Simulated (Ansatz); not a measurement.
```yaml
crystal:
  periodic: [false, false, false]
  atoms:
    - {symbol: N, position_ang: [0.438579, -1.322127, 0.487624]}
    - {symbol: Ge, position_ang: [-0.268757, 0.263298, -0.311299]}
    - {symbol: H, position_ang: [1.145976, -1.035599, 1.168335]}
    - {symbol: H, position_ang: [-1.393926, -0.161680, -1.247743]}
    - {symbol: H, position_ang: [0.860228, 1.017304, -1.074976]}
    - {symbol: H, position_ang: [-0.797178, 1.167776, 0.868953]}
basis:
  gaussian: {orbitals: "6-31G*"}
magnetization: {spin_polarized: true, initial_magnetization: 5}
hamiltonian: {xc: {name: HF}, pseudopotentials: {relativity: scalar}}
correlation: {method: mp2}
output: {forces: true}
```

```sh
$ ansatz run in.yaml --threads 2 --pin off --events-out ev --progress --plain --max-ram 32768MiB --backend cpu
```

Output, abridged:

```
Functional definition: HF
  name "HF"
  cite "Fock, Z. Phys. 61, 126 (1930) doi:10.1007/BF01340294"
  parent pbe
  exchange = exact_x
  correlation = 0
573 factors; integrals over basis functions are off by at most 4.7e-4 eV
mean field evaluation 1: about -58466.3867 eV, gradient 1.3e1 eV
mean field evaluation 2: about -58466.4242 eV, gradient 1.3e1 eV
mean field evaluation 4: about -58468.6541 eV, gradient 3.3e0 eV
mean field evaluation 8: about -58469.1603 eV, gradient 7.8e-1 eV
mean field evaluation 16: about -58469.2685 eV, gradient 1.6e-4 eV
mean field -58469.54841256 eV, -2148.7162720781 hartree, gradient 9.6e-6 eV, S^2 8.771108; 12 other end points of the search recorded, 0 dependent functions left out
10 core orbitals not correlated: weight in the atoms' cores, before any rotation towards them, 1.000 or more for the frozen orbitals, at most 0.000 for the correlated occupied ones
reference -58469.54841256 eV, -2148.7162720781 hartree; 14, 9 occupied and 34, 39 virtual orbitals, 573 factors
second order -9.67901162 eV of doubles, -0.00000000 eV of singles
the calculation of the forces begins
Total energy: -58479.22742418 eV, -2149.0719691946 hartree
Relativity: scalar
Atom 0 at     0.438579    -1.322127     0.487624 Å, force     1.983965    -4.659626     1.658745 eV/Å
Atom 1 at    -0.268757     0.263298    -0.311299 Å, force    -0.099290     0.566010    -9.063097 eV/Å
Atom 2 at     1.145976    -1.035599     1.168335 Å, force     1.104439    -0.844877     1.177602 eV/Å
Atom 3 at    -1.393926    -0.161680    -1.247743 Å, force    -0.500919    -0.494626    -0.230521 eV/Å
Atom 4 at     0.860228     1.017304    -1.074976 Å, force     0.881605     0.033401    -0.391389 eV/Å
Atom 5 at    -0.797178     1.167776     0.868953 Å, force    -3.369800     5.399719     6.848660 eV/Å
Dipole moment:     0.226517    -0.234745     0.484147 e Å
```

Something in this input is off. What?

The spin is set far too high for this molecule. Self-consistency was reached. The result belongs to that input, not to the molecule as meant.
